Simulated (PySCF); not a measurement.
**From computed data to an observable: oscillator strength and radiative lifetime**

C4H5NO, SMILES C1=COCN=C1.

Coordinates come from a B3LYP-D3(BJ)/def2-SVP optimisation. The geometry has at least one imaginary mode, so it is a saddle point at that level. One conformer was computed; it need not be the lowest.

TDA-PBE/def2-SVPD (PySCF 2.14.0) puts the first singlet state with f over 0.02 at 4.15 eV (vertical), with the transition dipole (0.794, -0.354, 0.000) in atomic units.

Q: Find the oscillator strength, the wavelength and the radiative lifetime that this transition would have in vacuum if emission retraced absorption.

A: 
|μ|² = 0.7558 au, so |μ| = 2.21 D. ΔE = 4.15/27.211 = 0.1525 hartree. f = (2/3) ΔE |μ|² = 0.077 (the program prints 0.077).
λ = 1239.84/4.15 = 299 nm; ν = 33472 cm⁻¹.
Einstein's coefficient A = 0.6670 ν² f s⁻¹ (ν in cm⁻¹) = 5.7e7 s⁻¹, so τ = 1/A = 17 ns. This state is S2; the lower singlet has f = 0.004. The figure is the radiative limit of this one transition; relaxation, internal conversion, crossing to triplets and a medium change what is measured.
